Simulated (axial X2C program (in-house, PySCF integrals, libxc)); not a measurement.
## Spectroscopic constants of SBr⁻

Computed with an in-house all-electron X2C program for linear molecules (integrals from PySCF). Spin-free means the one-electron spin-free X2C Hamiltonian; two-component (2c) means X2C with spin–orbit coupling and atomic mean-field two-electron Coulomb and Gaunt terms, so the difference of the two also holds small scalar two-electron terms. Basis: Br dyall-acv3z [9s10p7d5f1g], S dyall-av3z [9s8p3d2f] (cores contracted in-house); Gaussian nuclei, density fitting, unrestricted open shells. Masses: Br 78.918 u, S 31.972 u.

Input file and command:
```json
{
 "zs": [
  35,
  16
 ],
 "q": -1,
 "bas": [
  "dyall-acv3z",
  "dyall-av3z"
 ],
 "levels": [
  "PBE0",
  "HF",
  "TPSS"
 ],
 "cc": true,
 "r0": 2.17,
 "thr": -2.0,
 "nmax": 90,
 "npts": 10,
 "nst": 2,
 "ntry": 6
}
```
```bash
python so2c.py task.json out
```

Keys: zs atomic numbers; q charge; bas basis sets; levels methods; cc coupled cluster on or off; r0 starting distance in Å; thr threshold in hartree for freezing inner shells (an s shell follows its p shell); nmax most natural virtual spinors; npts points on the curve; nst determinants followed; ntry starts of the search. HF also brings MP2.

State, spin-free: M_S = 0, Λ = 0 (closed shell); electrons by block: σα: 12, σβ: 12, π+α: 6, π+β: 6, π-α: 6, π-β: 6, δ+α: 1, δ+β: 1, δ-α: 1, δ-β: 1. Fragments: Br- + S.

State, 2c: Ω = 0 (closed shell); electrons by block: 1/2: 18, -1/2: 18, 3/2: 7, -3/2: 7, 5/2: 1, -5/2: 1. Fragments: Br- + S.

```json
{"Hamiltonian": "spin-free", "level": "PBE0", "Re (Å)": "2.243", "ωe (cm⁻¹)": "382.4", "Be (cm⁻¹)": "0.1473", "αe (cm⁻¹)": "0.000814", "De (eV)": "1.75", "D0 (eV)": "1.72", "k (mdyn/Å)": "1.96", "μ (D)": "-4.16"}
{"Hamiltonian": "spin-free", "level": "HF", "Re (Å)": "2.262", "ωe (cm⁻¹)": "370.2", "Be (cm⁻¹)": "0.1448", "αe (cm⁻¹)": "0.000874", "De (eV)": "0.172", "D0 (eV)": "0.150", "k (mdyn/Å)": "1.84", "μ (D)": "-3.83"}
{"Hamiltonian": "spin-free", "level": "MP2", "Re (Å)": "2.240", "ωe (cm⁻¹)": "392.9", "Be (cm⁻¹)": "0.1476", "αe (cm⁻¹)": "0.000748", "De (eV)": "1.64", "D0 (eV)": "1.62", "k (mdyn/Å)": "2.07", "μ (D)": "n/a"}
{"Hamiltonian": "spin-free", "level": "CCSD", "Re (Å)": "2.269", "ωe (cm⁻¹)": "366.3", "Be (cm⁻¹)": "0.1439", "αe (cm⁻¹)": "0.000812", "De (eV)": "1.47", "D0 (eV)": "1.45", "k (mdyn/Å)": "1.8", "μ (D)": "n/a"}
{"Hamiltonian": "spin-free", "level": "CCSD(T)", "Re (Å)": "2.275", "ωe (cm⁻¹)": "360.9", "Be (cm⁻¹)": "0.1431", "αe (cm⁻¹)": "0.00082", "De (eV)": "1.58", "D0 (eV)": "1.55", "k (mdyn/Å)": "1.75", "μ (D)": "n/a"}
{"Hamiltonian": "spin-free", "level": "TPSS", "Re (Å)": "2.274", "ωe (cm⁻¹)": "355.5", "Be (cm⁻¹)": "0.1432", "αe (cm⁻¹)": "0.000838", "De (eV)": "1.81", "D0 (eV)": "1.78", "k (mdyn/Å)": "1.69", "μ (D)": "-4.20"}
{"Hamiltonian": "2c", "level": "PBE0", "Re (Å)": "2.244", "ωe (cm⁻¹)": "381.6", "Be (cm⁻¹)": "0.1472", "αe (cm⁻¹)": "0.000815", "De (eV)": "1.75", "D0 (eV)": "1.72", "k (mdyn/Å)": "1.95", "μ (D)": "-4.17"}
{"Hamiltonian": "2c", "level": "HF", "Re (Å)": "2.263", "ωe (cm⁻¹)": "369.8", "Be (cm⁻¹)": "0.1447", "αe (cm⁻¹)": "0.000873", "De (eV)": "0.170", "D0 (eV)": "0.147", "k (mdyn/Å)": "1.83", "μ (D)": "-3.84"}
{"Hamiltonian": "2c", "level": "MP2", "Re (Å)": "2.241", "ωe (cm⁻¹)": "392.3", "Be (cm⁻¹)": "0.1475", "αe (cm⁻¹)": "0.000748", "De (eV)": "1.62", "D0 (eV)": "1.60", "k (mdyn/Å)": "2.06", "μ (D)": "n/a"}
{"Hamiltonian": "2c", "level": "CCSD", "Re (Å)": "2.270", "ωe (cm⁻¹)": "365.7", "Be (cm⁻¹)": "0.1438", "αe (cm⁻¹)": "0.000812", "De (eV)": "1.46", "D0 (eV)": "1.44", "k (mdyn/Å)": "1.79", "μ (D)": "n/a"}
{"Hamiltonian": "2c", "level": "CCSD(T)", "Re (Å)": "2.276", "ωe (cm⁻¹)": "360.2", "Be (cm⁻¹)": "0.143", "αe (cm⁻¹)": "0.000821", "De (eV)": "1.56", "D0 (eV)": "1.53", "k (mdyn/Å)": "1.74", "μ (D)": "n/a"}
{"Hamiltonian": "2c", "level": "TPSS", "Re (Å)": "2.276", "ωe (cm⁻¹)": "354.6", "Be (cm⁻¹)": "0.1431", "αe (cm⁻¹)": "0.00084", "De (eV)": "1.81", "D0 (eV)": "1.79", "k (mdyn/Å)": "1.69", "μ (D)": "-4.21"}
```

Correlated methods: 14 electrons correlated (number of frozen shells: Br 3 s, 2 p, 1 d; S 2 s, 1 p), 242 virtual spin orbitals or spinors in MP2, 90 natural virtuals in coupled cluster.

Dipoles are positive if S is the positive end and refer to the centre of mass.

Occupations by symmetry block were frozen at the best pattern of an incomplete PBE0 search. The closed shell is kept restricted, so the energy runs too high when the bond is stretched far. Dissociation energies refer to the lowest single-determinant-based atoms at the same level and basis. CCSD and (T) use frozen natural virtuals with an MP2 correction for the truncation; (T) itself is uncorrected, so its De runs slightly low. The 2c atoms are single determinants rather than J levels; their spin–orbit lowering is only partly caught, and De is too large by that part. This holds for PBE0, TPSS. Without a current term, density functionals place determinants with orbital angular momentum somewhat too high. The highest occupied level of some functionals is positive through self-interaction error; at Hartree–Fock it is bound. Hartree–Fock gets electron affinities wrong, so its lowest charge split need not be the true one.

Rough cost a point (2c) on 1 thread(s) of a shared host, integrals apart: PBE0 0.9 s, HF 0.6 s, CCSD(T) 7 s, TPSS 1.2 s.

The whole task took 3.4 min on 1 thread of Arm Neoverse V1 (shared host).
